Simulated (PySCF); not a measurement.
## Unknown compound

Molecular formula: C$_{3}$H$_{10}$N$_{2}$OSi. Simulated spectra:

¹H NMR (400 MHz, computed): δ 5.51 (br s, 2H), 4.69 (s, 2H), 2.67 (s, 6H).

¹³C{¹H} NMR (computed): δ 182.1 (C), 41.9 (CH3).

PySCF 2.14.0 with density-fitted response routines calculation with shielding tensors at PBE0/pcSseg-1 (GIAO) and geometry from GFN2-xTB; one averaged value for each set of equivalent atoms, no relativistic terms, a single conformation, no solvent.

Chemical shifts δ = σref − σ; ¹H and ¹³C vs TMS, all at this level.

Problem. Propose a structure and justify it.

Solution. 
1. Rings plus π bonds: 1 (no ring in the answer).
2. 2 carbon signals for 3 carbons: some carbons are equivalent by symmetry or fast rotation.
3. Carbon types of the structure: 1 × C, 2 × CH3, leaving 4 H on heteroatoms.
4. δC 182.1: carbonyl carbon.
5. δC 41.9: methyl carbon bonded to N; the inductive effect lowers its shielding.
6. δH 5.51: hydrogen on an amide-type nitrogen; exchangeable; this is the value without hydrogen bonding to other molecules.
7. δH 4.69: hydrogen on a silicon bonded to C, N.
8. δH 2.67: hydrogen on a methyl carbon bonded to N; its carbon carries N, an electronegative neighbour.

These data were computed for SMILES N(C)(C)[SiH2]C(N)=O.

The shifts were computed for this structure.

OH/NH shifts are gas-phase values; hydrogen bonding in solution moves them, usually downfield. Shifts are as computed. Against solution values, carbons near 30 ppm lie about +3 ppm off and those near 130 ppm about +5 ppm. Of 1211 compounds with measured shifts, 218 miss one by over three times the rms of a fit or turn the order of signals round; such compounds aren't used in these exercises. The C=O carbon of an acid or of an amide with N–H lies up to 10 ppm further downfield in solution, through hydrogen bonding that the calculation lacks. Multiplicities follow the n + 1 count of equivalent neighbours, as no J values were calculated; m marks all less simple cases, F and P coupling included.
